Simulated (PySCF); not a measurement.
Gas-phase reaction: ZrOCl2 + 2 HOCl = ZrCl4.H2O + O2

Method: PySCF energies plus ideal-gas RRHO corrections (1 bar). † marks an energy on the PBE0/def2-TZVP geometry and frequencies. MP2 and CCSD(T) freeze the core. Open shells (unrestricted): O2 (multiplicity 3); the rest are closed-shell singlets. Zr: scalar-relativistic def2 core potential, no spin-orbit coupling. Adducts (ZrCl4.H2O) have no counterpoise correction, and HF, PBE, BLYP, B3LYP and PBE0 lack dispersion. ZrOCl2, ZrCl4.H2O: computed as isolated molecules; such fragments, hydroxides, amides, oligomers or adducts are transient or little studied in the gas. MP2 isn't extrapolated to the basis-set limit. CCSD(T) isn't extrapolated to the basis-set limit. Warning, large T1 diagnostic: ZrOCl2 (CCSD(T)/def2-SVP†).

```json
[
 {"level": "CCSD(T)/def2-SVP†", "ΔH°(298 K), kJ": "-496"},
 {"level": "M06-2X/def2-TZVP†", "ΔH°(298 K), kJ": "(withheld)"},
 {"level": "MP2/def2-TZVPP†", "ΔH°(298 K), kJ": "(withheld)"},
 {"level": "PBE0/def2-SVP†", "ΔH°(298 K), kJ": "(withheld)"},
 {"level": "r2SCAN/def2-TZVP†", "ΔH°(298 K), kJ": "-453"},
 {"level": "ωB97X-V/def2-TZVP†", "ΔH°(298 K), kJ": "-436"}
]
```

Fill in the missing entries.


- M06-2X/def2-TZVP†, ΔH°(298 K), kJ: -435
- MP2/def2-TZVPP†, ΔH°(298 K), kJ: -399
- PBE0/def2-SVP†, ΔH°(298 K), kJ: -504
